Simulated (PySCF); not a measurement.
CBr, neutral, multiplicity 2. Atoms are numbered in the order given.

```xyz
2

C      0.0000     0.0000    -1.5628
Br     0.0000     0.0000     0.2679
```
Charge 0, spin multiplicity 2.

Geometry optimised at PBE-D3(BJ)/def2-TZVPD.

These are PBE-D3(BJ)/def2-TZVPD in PySCF values and carry that method's errors.

Frequencies are harmonic and unscaled.

```json
[
 {"mode": "1", "ν (cm⁻¹)": "715", "IR (km/mol)": "79.6", "moving atoms (share of kinetic energy)": "C 87 %, Br 13 %"}
]
```
